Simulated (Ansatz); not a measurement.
Input file for Ansatz (a program for electronic structure): R-B2PLYP/def2-TZVPP on ClCrHO2 (SMILES [O]=[CrH](=[O])[Cl]).

Ansatz 0.2 input:
```yaml
crystal:
  periodic: [false, false, false]
  atoms:
    - {symbol: Cr, position_ang: [0.09893117, -0.01300203, 0.01300203]}
    - {symbol: O, position_ang: [0.94382481, 1.04234680, 0.77681216]}
    - {symbol: O, position_ang: [0.94382481, -0.77681216, -1.04234680]}
    - {symbol: H, position_ang: [-0.74737710, 0.91275947, -0.91275947]}
    - {symbol: Cl, position_ang: [-1.23930370, -1.16529208, 1.16529208]}
basis:
  gaussian:
    orbitals: def2-TZVPP
hamiltonian:
  xc: {name: B2PLYP}
magnetization: {spin_polarized: false}
correlation: {electrons: outside_noble_gas}
scf: {lower_state_search: off}
```

Program output:

```
WARN ansatz: RAYON_NUM_THREADS=4 ignored (pool sized by the plan → 4); use --threads N
Functional definition: B2PLYP
these checks for a lower state are left out or cut short: stability, starts, cluster_reference, orbital_swaps, neighbouring_geometries, increment
integrals: 0.27 GiB planned
1198 factors; integrals over basis functions are off by at most 8.2e-4 eV
mean field: 1.06 GiB planned
mean field evaluation 1: about -45017.4801 eV, gradient 1.0e2 eV
mean field evaluation 2: about -45017.6582 eV, gradient 1.0e2 eV
mean field evaluation 4: about -45027.5773 eV, gradient 6.9e1 eV
mean field evaluation 8: about -45033.4364 eV, gradient 5.2e-1 eV
mean field evaluation 16: about -45033.4493 eV, gradient 6.5e-3 eV
mean field -45033.44925237 eV, -1654.9487352564 hartree, gradient 4.8e-6 eV, S^2 0.000000; 0 other end points of the search recorded, 0 dependent functions left out
16 core orbitals not correlated
reference -45033.44940563 eV, -1654.9487408885 hartree; 13, 13 occupied and 153, 153 virtual orbitals, 1198 factors
second order -47.04162484 eV of doubles, -0.00000000 eV of singles
Total energy: -45046.15064434 eV, -1655.4155028018 hartree
Checks for a lower state left out: stability, starts, cluster_reference, orbital_swaps, neighbouring_geometries, increment
```

The calculation finished and met its thresholds.

Cost: roughly 4 core-seconds.
